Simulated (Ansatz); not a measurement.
Cost and result up the ladder for GeBr2H2 (GeH2Br2) (5 atoms). Charge 0, multiplicity 1. Geometry: B3LYP-D4/def2-SVP.

Cartesian coordinates in Å:
```
Ge 0.009 0.111 -0.173
Br 0.715 -2.089 0.048
Br -0.818 0.867 1.859
H -1.135 0.143 -1.195
H 1.229 0.968 -0.539
```

Ansatz on 4 threads of Intel Xeon on a shared host. Times are rough, and most runs start from the orbitals of an earlier one. ωB97M-V/def2-TZVP serves as the yardstick here, not as an exact answer. Differences are given only for rows in sets of like size (and for xTB, whose basis is part of the method), since another set adds its own error. Binding counts from free atoms at the same level (Ge triplet, Br doublet, H doublet; other spins of the atoms weren't run), without zero-point energy or a counterpoise term.

The 6-31G sets use Cartesian d functions. B3LYP takes the VWN-RPA correlation. Correlated methods freeze 27 core orbitals; core or outer-core shells of Ge, Br are correlated, in sets that lack core-valence functions.

Correlated methods converge slowly with the basis.

```json
{"level": "ωB97M-V/def2-TZVP", "functions": "156", "binding energy per atom (eV)": "2.51", "difference from ωB97M-V/def2-TZVP (eV)": "0.00"}
{"level": "PBE-D4/def2-SVP", "functions": "106", "binding energy per atom (eV)": "2.55", "difference from ωB97M-V/def2-TZVP (eV)": "–"}
{"level": "r2SCAN-D4/def2-TZVPD", "functions": "186", "binding energy per atom (eV)": "2.58", "difference from ωB97M-V/def2-TZVP (eV)": "0.07"}
{"level": "r2SCANh-D4/def2-TZVP", "functions": "156", "binding energy per atom (eV)": "2.56", "difference from ωB97M-V/def2-TZVP (eV)": "0.06"}
{"level": "PBE0-D4/def2-TZVPD", "functions": "186", "binding energy per atom (eV)": "2.53", "difference from ωB97M-V/def2-TZVP (eV)": "0.03"}
{"level": "CCSD(T)/def2-TZVPP", "functions": "172", "binding energy per atom (eV)": "2.51", "difference from ωB97M-V/def2-TZVP (eV)": "0.01"}
{"level": "PBE0-D4/def2-SVP", "functions": "106", "binding energy per atom (eV)": "2.52", "difference from ωB97M-V/def2-TZVP (eV)": "–"}
{"level": "ωB97X-V/def2-TZVP", "functions": "156", "binding energy per atom (eV)": "2.56", "difference from ωB97M-V/def2-TZVP (eV)": "0.06"}
{"level": "PBE-D4/def2-TZVPD", "functions": "186", "binding energy per atom (eV)": "2.55", "difference from ωB97M-V/def2-TZVP (eV)": "0.05"}
{"level": "HF/def2-TZVP (with forces)", "functions": "156", "binding energy per atom (eV)": "1.84", "difference from ωB97M-V/def2-TZVP (eV)": "-0.66"}
{"level": "CAM-B3LYP-D4/def2-TZVP", "functions": "156", "binding energy per atom (eV)": "2.50", "difference from ωB97M-V/def2-TZVP (eV)": "-0.01"}
{"level": "PBE0-D4/def2-TZVP", "functions": "156", "binding energy per atom (eV)": "2.53", "difference from ωB97M-V/def2-TZVP (eV)": "0.03"}
{"level": "B3LYP-D4/6-31G", "functions": "91", "binding energy per atom (eV)": "2.30", "difference from ωB97M-V/def2-TZVP (eV)": "–"}
{"level": "B3LYP-D4/def2-TZVP", "functions": "156", "binding energy per atom (eV)": "2.50", "difference from ωB97M-V/def2-TZVP (eV)": "-0.01"}
```

Task: Estimate how long each takes.

Result: PBE-D4/def2-SVP 2.8 s; B3LYP-D4/6-31G 3 s; PBE0-D4/def2-SVP 4.2 s; PBE-D4/def2-TZVPD 4.2 s; B3LYP-D4/def2-TZVP 4.9 s; PBE0-D4/def2-TZVP 6 s; CAM-B3LYP-D4/def2-TZVP 6.5 s; r2SCANh-D4/def2-TZVP 7 s; PBE0-D4/def2-TZVPD 7 s; r2SCAN-D4/def2-TZVPD 7.1 s; HF/def2-TZVP (with forces) 7.5 s; ωB97M-V/def2-TZVP 12 s; ωB97X-V/def2-TZVP 13 s; CCSD(T)/def2-TZVPP 93 s. On shared hardware such times vary by a factor of up to 3.
